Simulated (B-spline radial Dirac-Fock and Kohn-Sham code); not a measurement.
## Dipole and non-dipole photoemission parameters of Pb²⁺ 4f7/2

System: the Pb²⁺ ion, [Xe] 4f14 5d10 6s2; threshold 165.1 eV (orbital energy of the model). The computed values come from a radial atomic solver: Dirac-Hartree-Slater photoionisation with a Latter tail; cross sections with all multipoles, angular parameters from the dipole term and its interference with E2.

Input file task.json (cfg lists n, l and occupation; rrms is the nuclear radius in fm):

```json
{"items": [{
  "Z": 82,
  "q": 2,
  "cfg": [[1, 0, 2], [2, 0, 2], [2, 1, 6], [3, 0, 2], [3, 1, 6], [3, 2, 10], [4, 0, 2], [4, 1, 6], [4, 2, 10], [4, 3, 14], [5, 0, 2], [5, 1, 6], [5, 2, 10], [6, 0, 2]],
  "A": 208,
  "rrms": 5.5012,
  "do": "xps",
  "hv": [53.1, 55.8, 70.4, 80, 130.0, 164.0, 218.0, 404.0, 482.0, 490.0, 603.0, 859.0, 1000, 1060.0, 1253.6, 1320.0, 1510.0, 2800.0, 2984.4, 3000.0, 4000, 5414.7, 5580.0, 7720.0, 8710.0, 9000.0, 11200.0, 11500.0, 12000, 15000]
}]}
```

Command: `python xray2_run.py task.json out`

```csv
hν (eV),σ (kb),β,γ,δ
218,782,1.129,0.015,0.005
404,2750,0.368,-0.012,0.016
482,2320,0.484,-0.013,0.020
490,2270,0.496,-0.013,0.021
603,1640,0.637,-0.009,0.028
859,773,0.843,0.023,0.043
1000,528,0.911,0.051,0.051
1060,453,0.934,0.065,0.054
1253.6,285,0.988,0.114,0.064
1320,246,1.002,0.133,0.068
1510,166,1.030,0.188,0.077
2800,22.2,1.039,0.567,0.137
2984.4,?,?,?,?
3000,17.5,1.029,0.620,0.146
4000,6.17,0.974,0.852,0.190
5414.7,1.95,0.895,1.103,0.250
5580,1.74,0.886,1.127,0.257
7720,0.474,0.788,1.386,0.346
8710,0.289,0.751,1.478,0.386
9000,0.252,0.741,1.502,0.398
11200,0.100,0.674,1.654,0.483
11500,0.0895,0.666,1.671,0.494
12000,0.0746,0.653,1.698,0.513
15000,0.0283,0.586,1.831,0.619
```

Question: Give the values at Ag Lα (2984.4 eV).

Answer: σ = 17.8 kb, β = 1.030, γ = 0.616, δ = 0.145.
